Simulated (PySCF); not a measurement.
# A survey of ¹⁹F NMR shifts

Relativity neglected, single conformer, fast rotation and ring inversion assumed for equivalent nuclei, no solvent model. Geometry: GFN2-xTB; shielding tensors at PBE0/pcSseg-1 (GIAO); PySCF 2.14.

Shieldings were converted by a linear fit to measured shifts: ¹⁹F: δ = 146.13 − 0.903σ +14.6 on sp3 carbon (rms 6.0 ppm, 223 shifts, 7.0 ppm with the 5 outliers that the fit left out vs CFCl3, solution or neat liquid). A few per cent of atoms miss by over 2 rms, more outside the fitted compound classes.

Question: Give the ¹⁹F shifts of `COC(=O)c1snnc1C(F)(F)F`, `FC(F)O[C@@H]1C=N1`, `CC1=C[C@@H](CF)O[C@H]1CF`, `C=Cn1nc(C)c(F)n1`, `C=Cn1nc(C)c(F)n1`.

Answer: 
```csv
compound,environment,δ (ppm)
COC(=O)c1snnc1C(F)(F)F,fluorine of a CF3 group (×3),-58.4
[F:1][CH:2]([F:3])[O:4][C@@H:5]1[CH:6]=[N:7]1,F3: fluorine of a CF2 group,-85.2
[F:1][CH:2]([F:3])[O:4][C@@H:5]1[CH:6]=[N:7]1,F1: fluorine of a CF2 group,-90.2
[CH3:1][C:2]1=[CH:3][C@@H:4]([CH2:5][F:6])[O:7][C@H:8]1[CH2:9][F:10],F10: fluorine on an sp3 carbon,-227.2
[CH3:1][C:2]1=[CH:3][C@@H:4]([CH2:5][F:6])[O:7][C@H:8]1[CH2:9][F:10],F6: fluorine on an sp3 carbon,-232.2
C=Cn1nc(C)c(F)n1,aryl fluorine,-150.2
C=Cn1nc(C)c(F)n1,aryl fluorine,-150.2
```

Question: Order these by ¹⁹F shift, lowest first.
A. C=Cn1nc(C)c(F)n1
B. FC(F)(F)O[C@H]1C[SiH2]CCO1
C. C[C@]12O[C@H](C[C@H]1F)C[C@@H]2F

Answer: C (-199.0 ppm, fluorine on an sp3 carbon), A (-150.2 ppm, aryl fluorine), B (-58.5 ppm, fluorine of an OCF3 group).
